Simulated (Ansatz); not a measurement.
Question: Predict a relaxed structure of the cluster Be4O3⁺ (the lowest doublet isomer of a short search), charge 1, doublet, at PBE0-D4/def2-SVP (Ansatz).

Answer: 
```xyz
7

Be    1.101   -0.078   -0.468
Be    0.953   -2.034    1.550
Be   -0.977   -0.186    0.669
Be   -0.638    1.361   -1.037
O    -1.617    0.858   -0.052
O     0.755    0.981   -1.349
O     0.423   -0.902    0.688
```
Point group C2v (tolerance 0.1 Å). This is one stationary point.

The relaxation made no stability test and no search for a lower SCF solution. The structure comes from a short search, and lower isomers may exist.
